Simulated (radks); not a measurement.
Results of a calculation; reference values are marked as such.
Question: These are the eigenvalues of the occupied orbitals of an atom or ion with whole-number occupations (hartree). Level of theory: Dirac Kohn-Sham, PBE, spin-unpolarised, spherical densities, point nucleus (a radial shooting solver on a logarithmic mesh with Libxc functionals).

| orbital | eigenvalue |
|---|---|
| 1s1/2 | -376.1440 |
| 2s1/2 | -46.67554 |
| 2p1/2 | -41.35264 |
| 2p3/2 | -40.33632 |
| 3s1/2 | -5.74614 |
| 3p1/2 | -4.02615 |
| 3p3/2 | -3.89295 |
| 3d3/2 | -1.01782 |
| 3d5/2 | -1.00083 |
| 4s1/2 | -0.60013 |

Which element is it, and in what charge state? The configuration may be excited. Open shells, if any, are shared by 2j + 1.

Answer: Z = 31, gallium, charge +1: Ga+ in [Ar] 3d10 4s2. The list shows which subshells hold electrons but not how many an open one holds; the 1s level, -376.14 hartree, gives Z - s = 27.4 by -(Z - s)^2/2, which with screening and relativity narrows Z to a few neighbours, and the depths of the outer levels then fix element, charge and occupations together.
